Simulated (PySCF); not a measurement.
## Pt⁻ (platinum, charge -1) across methods

[Xe] 4f14 5d9 6s2, 2D determinant. Calculation: PySCF 2.14, in aug-cc-pwCVTZ-PP with ECP60MDF (8s8p7d4f3g, 122 functions); a scalar-relativistic core potential.

```csv
method,E (hartree),mean ε 5d α (eV),mean ε 6s β (eV),mean ε 5d β (eV),Σ⟨r²⟩ (bohr²),⟨S²⟩
PBEsol,-119.3307,0.257,0.522,0.846,73.25,0.754
PBE0,-119.4348,-1.269,0.027,-0.542,73.51,0.755
LDA,-119.2734,0.131,0.307,0.718,73.01,0.753
r2SCAN,-119.4916,0.031,0.415,0.719,72.28,0.759
UHF,-118.53207,-5.456,-0.825,-4.393,79.78,0.772
PBE,-119.4904,0.226,0.548,0.803,73.99,0.754
revPBE,-119.5346,0.263,0.624,0.840,74.27,0.755
```

(1) Estimate the same row for HSE06.

Energies and moments cover only the electrons outside the core potential. Spin-orbit coupling, absent here, splits the open shell strongly.

The highest occupied level is positive at PBEsol, PBE0, LDA, r2SCAN, PBE, HSE06, revPBE: only the finite basis holds that electron, which in a density functional comes from self-interaction.

Results:

(1) E (hartree) = -119.4352; mean ε 5d α (eV) = -0.866; mean ε 6s β (eV) = 0.358; mean ε 5d β (eV) = -0.146; Σ⟨r²⟩ (bohr²) = 73.43; ⟨S²⟩ = 0.755.
